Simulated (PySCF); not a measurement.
Structure with atom numbers: `[OH:1][Si@@H:2]1[CH2:3][SiH2:4][C@@H:5]1[F:6]`; H(Xn) means a hydrogen on atom n. Ha(C3), Ha(Si4) are cis to O1 on the ring; Hb(C3), Hb(Si4) are trans to O1 on the ring.

No solvent, a single conformation, no relativistic terms. GFN2-xTB geometry; shielding tensors at PBE0/pcSseg-1 (GIAO); PySCF.

References, each an isolated molecule treated in the same way: ¹³C (σ = 186.93 ppm), ¹H (σ = 31.72 ppm), ²⁹Si (σ = 349.16 ppm) against TMS; ¹⁷O (σ = 336.08 ppm) against H2O; ¹⁹F (σ = 170.95 ppm) against CFCl3.

| atoms | nucleus | count | Hirshfeld charge | δ (ppm) |
| --- | --- | --- | --- | --- |
| C3 | ¹³C | 1 | -0.26 | ? |
| Si4 | ²⁹Si | 1 | 0.34 | -35.2 |
| H(C5) | ¹H | 1 | 0.03 | 5.73 |
| Ha(C3) | ¹H | 1 | 0.04 | 0.79 |
| Si2 | ²⁹Si | 1 | 0.42 | ? |
| Hb(C3) | ¹H | 1 | 0.04 | 0.40 |
| C5 | ¹³C | 1 | -0.12 | 94.3 |
| H(O1) | ¹H | 1 | 0.18 | 2.44 |
| Ha(Si4) | ¹H | 1 | -0.07 | ? |
| F6 | ¹⁹F | 1 | -0.14 | -291.1 |
| O1 | ¹⁷O | 1 | -0.30 | ? |
| Hb(Si4) | ¹H | 1 | -0.07 | 4.79 |
| H(Si2) | ¹H | 1 | -0.07 | 5.60 |

**Question.** Complete the table.

**Answer.** 
- C3: 2.8 ppm, sp3 CH2 bonded to 2 Si; an electropositive neighbour leaves it electron-rich and shielded
- Ha(Si4): 4.85 ppm, hydrogen on a silicon bonded to 2 C, in a 4-membered ring
- O1: 20.7 ppm, oxygen bonded to Si, H
- Si2: 1.3 ppm, silicon bonded to 2 C, O, H, in a 4-membered ring

The OH or NH signal is concentration- and solvent-dependent in practice; the value given is the gas-phase one. Shifts are as computed. Against solution values, carbons near 30 ppm lie about +3 ppm off and those near 130 ppm about +5 ppm (rms about the fit 2.1 ppm; single classes can miss by 10 ppm). Of 1328 compounds with measured shifts, 309 miss one by over three times the rms of a fit or turn the order of signals round; such compounds aren't used in these exercises. Signals without a measured value on file couldn't be tested in this way; 1H shifts scatter by 0.2 ppm about their fit, and single ones miss by 0.5 ppm. Unscaled 19F shifts against computed CFCl3 carry errors that often reach 10 to 50 ppm. Experimental scales use liquid or dissolved standards, which lie at an offset from isolated H2O (liquid H2O: subtract about 36 ppm).
